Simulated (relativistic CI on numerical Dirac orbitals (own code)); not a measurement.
Level scheme of Te25+

Calculated at this level of theory: Dirac-Coulomb-Breit CI, KLI orbitals optimised for each configuration, QED by a radiative potential, unscaled Slater integrals (own radial code, finite nucleus).

Configuration list (outside the closed core [Ne]): 3s2 3p6 3d9, 3s2 3p5 3d10, 3s 3p6 3d10, 3s2 3p6 3d8 4s, 3s2 3p6 3d8 4p, 3s2 3p6 3d8 4d, 3s2 3p4 3d10 4s, 3s2 3p6 3d8 4f, 3s2 3p5 3d9 4s, 3s2 3p4 3d10 4p, 3s2 3p6 3d7 4s2, 3s2 3p5 3d9 4p, 3s2 3p6 3d7 4s 4p, 3s2 3p4 3d10 4d, 3s 3p5 3d10 4s, 3s2 3p6 3d8 5s, 3s2 3p6 3d7 4p2, 3s2 3p6 3d8 5p, 3s 3p5 3d10 4p, 3s2 3p5 3d9 4d, 3s2 3p6 3d7 4s 4d, 3s 3p6 3d9 4s, 3s2 3p6 3d8 5d, 3s2 3p6 3d7 4p 4d, 3s 3p5 3d10 4d, 3s2 3p5 3d8 4s2, 3s2 3p6 3d8 5f, 3s 3p6 3d9 4p, 3p6 3d10 4s, 3s2 3p5 3d9 4f, 3s2 3p6 3d8 5g, 3s2 3p6 3d7 4d2, 3s2 3p5 3d8 4s 4p, 3p6 3d10 4p, 3s2 3p6 3d8 6s, 3s2 3p6 3d8 6p. Levels of other configurations are missing.

The lowest level is 3s2 3p6 3d9 2D_5/2, with 100 % of that term; Hund's rules for 3s2 3p6 3d9 give 2D with J = 5/2, in agreement.

```csv
No.,Configuration,Term,J,E (Ry),%,Next component (%),jj configuration (%)
1,3s2 3p6 3d9,2D,5/2,0.0000,100,,3d5/2^5 (100)
2,3s2 3p6 3d9,2D,3/2,0.8132,100,,3d3/2^3 3d5/2^6 (100)
3,3s2 3p5 3d10,2P°,3/2,17.7658,100,,3p3/2^3 (100)
4,3s2 3p5 3d10,2P°,1/2,21.7226,100,,3p1/2 3p3/2^4 (100)
5,3s 3p6 3d10,2S,1/2,31.5631,100,,3s (100)
6,3d8(3F) 4s,4F,9/2,39.8564,95,5 2G,3d5/2^4 4s (94)
7,3d8(3F) 4s,2F,7/2,39.9896,59,35 4F,3d5/2^4 4s (93)
8,3d8(1D) 4s,2D,5/2,40.3024,48,34 4P,3d5/2^4 4s (96)
9,3d8(1D) 4s,2D,3/2,40.3348,52,23 4F,3d5/2^4 4s (92)
10,3d8(3F) 4s,4F,7/2,40.6632,64,36 2F,3d3/2^3 3d5/2^5 4s (98)
11,3d8(3F) 4s,4F,5/2,40.6811,65,32 2F,3d3/2^3 3d5/2^5 4s (97)
12,3d8(3P) 4s,4P,1/2,40.9839,68,22 2S,3d5/2^4 4s (82)
13,3d8(3P) 4s,4P,5/2,41.0440,49,36 2F,3d3/2^3 3d5/2^5 4s (93)
14,3d8(3F) 4s,4F,3/2,41.0584,43,28 4P,3d3/2^3 3d5/2^5 4s (81)
15,3d8(3P) 4s,4P,3/2,41.2740,64,31 2P,3d3/2^3 3d5/2^5 4s (96)
16,3d8(3P) 4s,2P,1/2,41.3811,81,17 4P,3d3/2^3 3d5/2^5 4s (95)
17,3d8(1G) 4s,2G,9/2,41.4129,95,5 4F,3d3/2^3 3d5/2^5 4s (94)
18,3d8(1G) 4s,2G,7/2,41.4227,94,5 2F,3d3/2^3 3d5/2^5 4s (95)
19,3d8(1D) 4s,2D,3/2,41.7492,47,30 4F,3d3/2^2 3d5/2^6 4s (83)
20,3d8(1D) 4s,2D,5/2,41.7584,45,27 2F,3d3/2^2 3d5/2^6 4s (92)
21,3d8(1S) 4s,2S,1/2,42.9249,75,15 4P,3d3/2^2 3d5/2^6 4s (86)
22,3d8(3F) 4p,4D°,7/2,43.4602,60,20 4F°,3d5/2^4 4p1/2 (93)
23,3d8(3F) 4p,2G°,9/2,43.5567,41,32 4G°,3d5/2^4 4p1/2 (94)
24,3d8(1D) 4p,2D°,3/2,43.8844,38,28 2P°,3d5/2^4 4p1/2 (95)
25,3d8(1D) 4p,2F°,5/2,43.9103,39,24 2D°,3d5/2^4 4p1/2 (93)
26,3d8(3F) 4p,4D°,5/2,44.2643,42,37 4F°,3d3/2^3 3d5/2^5 4p1/2 (93)
27,3d8(3F) 4p,4G°,7/2,44.2756,60,17 2G°,3d3/2^3 3d5/2^5 4p1/2 (97)
28,3d8(1S) 4p,2P°,1/2,44.5140,46,37 4D°,3d5/2^4 4p1/2 (75)
29,3d8(3P) 4p,4D°,3/2,44.6101,35,27 4P°,3d3/2^3 3d5/2^5 4p1/2 (86)
30,3d8(3F) 4p,4G°,11/2,44.6489,95,5 2H°,3d5/2^4 4p3/2 (95)
31,3d8(3F) 4p,4G°,5/2,44.6703,31,22 2D°,3d3/2^3 3d5/2^5 4p1/2 (79)
32,3d8(3F) 4p,4F°,9/2,44.7675,67,28 2G°,3d5/2^4 4p3/2 (93)
33,3d8(3F) 4p,2F°,7/2,44.7858,55,31 4D°,3d5/2^4 4p3/2 (80)
34,3d8(3P) 4p,4P°,1/2,44.7889,62,30 4D°,3d3/2^3 3d5/2^5 4p1/2 (94)
35,3d8(3F) 4p,2D°,5/2,44.8841,69,16 4D°,3d5/2^4 4p3/2 (83)
36,3d8(3P) 4p,4D°,3/2,44.8961,44,18 2D°,3d3/2^3 3d5/2^5 4p1/2 (73)
37,3d8(1G) 4p,2H°,9/2,45.0134,75,22 2G°,3d3/2^3 3d5/2^5 4p1/2 (92)
38,3d8(1G) 4p,2F°,7/2,45.0514,74,18 2G°,3d3/2^3 3d5/2^5 4p1/2 (75)
39,3d8(1D) 4p,2D°,5/2,45.1253,54,19 2F°,3d5/2^4 4p3/2 (91)
40,3d8(1D) 4p,2F°,7/2,45.2062,52,24 4D°,3d5/2^4 4p3/2 (81)
41,3d8(3P) 4p,2P°,3/2,45.2466,45,29 4D°,3d5/2^4 4p3/2 (61)
42,3d8(1D) 4p,2P°,1/2,45.2837,48,32 4D°,3d5/2^4 4p3/2 (79)
43,3d8(3F) 4p,4G°,5/2,45.3002,32,24 2F°,3d3/2^2 3d5/2^6 4p1/2 (66)
44,3d8(3F) 4p,4F°,3/2,45.4443,38,38 2P°,3d3/2^2 3d5/2^6 4p1/2 (61)
45,3d8(3F) 4p,4G°,9/2,45.4467,65,29 2G°,3d3/2^3 3d5/2^5 4p3/2 (100)
46,3d8(3F) 4p,2F°,5/2,45.5113,41,25 4D°,3d3/2^3 3d5/2^5 4p3/2 (78)
47,3d8(3F) 4p,4F°,7/2,45.5231,54,18 2G°,3d3/2^3 3d5/2^5 4p3/2 (98)
48,3d8(3F) 4p,2D°,3/2,45.6737,74,21 4D°,3d3/2^3 3d5/2^5 4p3/2 (66)
49,3d8(3P) 4p,4P°,5/2,45.8247,35,29 2F°,3d3/2^3 3d5/2^5 4p3/2 (91)
50,3d8(3F) 4p,4D°,1/2,45.8453,53,34 2P°,3d3/2^3 3d5/2^5 4p3/2 (63)
51,3d8(3P) 4p,4D°,7/2,45.8771,52,31 2G°,3d3/2^3 3d5/2^5 4p3/2 (84)
52,3d8(1S) 4p,2P°,3/2,45.8896,26,23 2D°,3d5/2^4 4p3/2 (83)
53,3d8(3P) 4p,2D°,3/2,45.9537,32,29 2P°,3d3/2^3 3d5/2^5 4p3/2 (80)
54,3d8(1G) 4p,2F°,5/2,46.1165,79,10 2D°,3d3/2^3 3d5/2^5 4p3/2 (88)
55,3d8(1G) 4p,2H°,11/2,46.1222,95,5 4G°,3d3/2^3 3d5/2^5 4p3/2 (95)
56,3d8(3P) 4p,2S°,1/2,46.1532,43,22 4P°,3d3/2^3 3d5/2^5 4p3/2 (89)
57,3d8(3P) 4p,4D°,5/2,46.1649,57,33 2D°,3d3/2^3 3d5/2^5 4p3/2 (97)
58,3d8(3P) 4p,4S°,3/2,46.2746,41,38 2D°,3d3/2^3 3d5/2^5 4p3/2 (94)
59,3d8(1G) 4p,2G°,7/2,46.3401,71,26 2F°,3d3/2^3 3d5/2^5 4p3/2 (86)
60,3d8(1G) 4p,2G°,9/2,46.4281,81,16 2H°,3d3/2^3 3d5/2^5 4p3/2 (93)
61,3d8(1D) 4p,2P°,3/2,46.5049,36,26 2D°,3d3/2^2 3d5/2^6 4p3/2 (85)
62,3d8(1S) 4p,2P°,1/2,46.5219,92,6 4D°,3d3/2^2 3d5/2^6 4p1/2 (49)
63,3d8(1D) 4p,2D°,5/2,46.5705,36,35 2F°,3d3/2^2 3d5/2^6 4p3/2 (85)
64,3d8(1D) 4p,2F°,7/2,46.6023,48,20 2G°,3d3/2^2 3d5/2^6 4p3/2 (85)
65,3d8(1D) 4p,2P°,1/2,46.8360,62,24 4D°,3d3/2^2 3d5/2^6 4p3/2 (50)
66,3d8(1S) 4p,2P°,3/2,47.7806,76,8 2D°,3d3/2^2 3d5/2^6 4p3/2 (85)
67,3d8(3F) 4d,4D,5/2,50.3626,41,39 4P,3d5/2^4 4d3/2 (93)
68,3d8(3F) 4d,4D,7/2,50.4021,69,22 4F,3d5/2^4 4d3/2 (73)
69,3d8(3F) 4d,2H,11/2,50.5173,45,38 4H,3d5/2^4 4d3/2 (95)
70,3d8(3F) 4d,4G,9/2,50.5768,39,32 4F,3d5/2^4 4d3/2 (89)
```

Energies count from the lowest computed level; ° marks odd parity. Percentages are summed over parent terms; the parents shown are those of the largest component, closed shells are left out there. Filled j subshells are mostly left out of the jj labels.

The mean weight of the leading LS term, summed over parents, in these 70 levels is 60 %, and that of the leading jj configuration (from the same eigenvectors) 87 %, so jj coupling describes them better and the LS labels are nominal.

At this charge energies of transitions that change n are usually good to better than 1 %, and those within a shell (Δn = 0) to a few per cent.

LS names give the leading component of a level, which can be under half, so a name can repeat, a term be missing and a line seem to break the LS rules.
